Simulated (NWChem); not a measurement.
# Basis-set convergence for H₃FSi

```xyz
5

Si     0.4952    -0.1172     0.0000
F     -1.0891     0.2577     0.0000
H      0.7942    -0.9121     1.2207
H      0.7942    -0.9121    -1.2207
H      1.2810     1.1453     0.0000
```
Charge 0, spin multiplicity 1.

All runs are NWChem calculations. All single points use one geometry, from B3LYP/def2-SVP, a minimum by its harmonic frequencies.

Quantity: vertical ionisation energy at the level ΔPBE0 (Δ: difference of total energies, the cation a doublet at the parent's geometry with its hole in an orbital of symmetry a' (Cs labels); it is the state that the SCF runs reached, from PBE0 orbitals for Hartree-Fock references, and need not be the lowest).

The Pople sets run with spherical d functions. The structure started from a generated list of species. The stability of the SCF solutions was not checked.

Relative cost: rough, from shared machines, SCF included, STO-3G = 1.

```
basis       functions  vertical ionisation energy (eV)  relative cost
----------  ---------  -------------------------------  -------------
STO-3G             17                             9.19              1
6-31G*             38                            12.39        under 3
pcseg-1            47                            12.53        under 3
6-311G**           62                            12.46        under 3
def2-TZVPP        115                            12.47              7
def2-QZVP         217                            12.48             90
```

Smallest basis within 0.1 eV of def2-QZVP, the largest set run: 6-31G*, with 38 functions against 217 and about 3 % of the time (also within reach: pcseg-1, 6-311G**, def2-TZVPP). def2-QZVP isn't the basis-set limit itself, and a small set can land close by cancellation.
